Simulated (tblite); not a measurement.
Task: What does the GFN2-xTB structure of InChI=1S/C2H8F3NSi2/c1-8(7-6)2(3,4)5/h8H,6-7H2,1H3/t8-/m0/s1 look like in three dimensions?

Result: 
```
atom  x, y, z in Å
C1     1.6986   -1.0943   -0.2340
Si2    0.4508    0.1260    0.5186
Si3   -1.7405    0.0236   -0.2238
N4    -2.2928   -1.5167    0.3231
C5     1.1413    1.8496   -0.0857
F6     1.0869    1.9838   -1.4318
F7     0.4433    2.8953    0.4138
F8     2.4277    2.0677    0.2544
H9     1.4730   -2.1152    0.0595
H10    2.7170   -0.8730    0.0795
H11    1.6754   -1.0547   -1.3212
H12    0.7121    0.2340    1.9669
H13   -1.8855   -0.0561   -1.6804
H14   -2.5435    1.1722    0.2368
H15   -3.1695   -1.8672   -0.0277
H16   -2.2020   -1.7661    1.2947
```

Any rigid rotation of these coordinates is as good. Atoms count from 1 in this order. Si3 (SiH2 silicon) is distorted tetrahedral (angles from 103.6° to 115.0°). Si2 (SiH silicon) is distorted tetrahedral (angles from 100.2° to 119.0°). The 2 C–Si bonds span 1.901 Å (C1–Si2, drawn single) to 1.953 Å (Si2–C5, drawn single), a spread of 0.052 Å. N4 (silicon-bound nitrogen) is pyramidal (angles 119.9°, 118.6° and 109.2°, sum 347.6°, 0.24 Å off the plane of its three neighbours).

Bonds between heavy atoms (Å): C1–Si2 1.901, Si2–Si3 2.316, Si3–N4 1.725, Si2–C5 1.953, C5–F6 1.354, C5–F7 1.353, C5–F8 1.348.

Structure optimised with GFN2-xTB, isolated species.

Point group: C1 (no symmetry element, even within 0.4 Å). Its GFN2-xTB frequencies are all real (lowest 23 cm⁻¹). One conformer, not necessarily the lowest (C1–Si2–Si3–N4 66°, Si2–Si3–N4–H -169° and 53°).

The numbers are calculated, not measured.
